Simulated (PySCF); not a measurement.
```xyz
4
charge 0 multiplicity 1, angstrom
Hf   -0.0591   -0.2332    0.0000
O    -1.7127   -0.7812    0.0000
Cl    0.5390    0.7769    2.0530
Cl    0.5390    0.7769   -2.0530
```

All numbers come from PBE0 in PySCF with Hf def2-TZVP with ECP60, O def2-TZVP, Cl def2-TZVP; scalar-relativistic core potentials, no spin–orbit coupling; density-fitted integrals.

This geometry of HfOCl2 is a stationary point at this level.

Question: What is the point group?

Answer: Cs.

Question: Is it a minimum?

Answer: Yes: all harmonic wavenumbers are real, though the softest, 59 cm⁻¹, leaves little margin.

Question: List the harmonic modes with their infrared intensities.

Answer: 
| symmetry | ω (cm⁻¹) | IR (km/mol) | type |
| --- | --- | --- | --- |
| a' | 59 | 32.7 | bend |
| a' | 113 | 15.0 | bend |
| a'' | 199 | 5.3 | bend |
| a' | 364 | 27.1 | stretch |
| a'' | 383 | 107 | stretch |
| a' | 957 | 181 | stretch |

Question: Give the ideal-gas entropy at 298.15 K and 1 bar by parts.

Answer: translation 178.5, rotation 117.6, vibration 50.6, spin 0.0; total 346.7 J/(mol K).

Other isomers or separated fragments may lie lower. No spin–orbit coupling is included, which matters more the heavier the element.
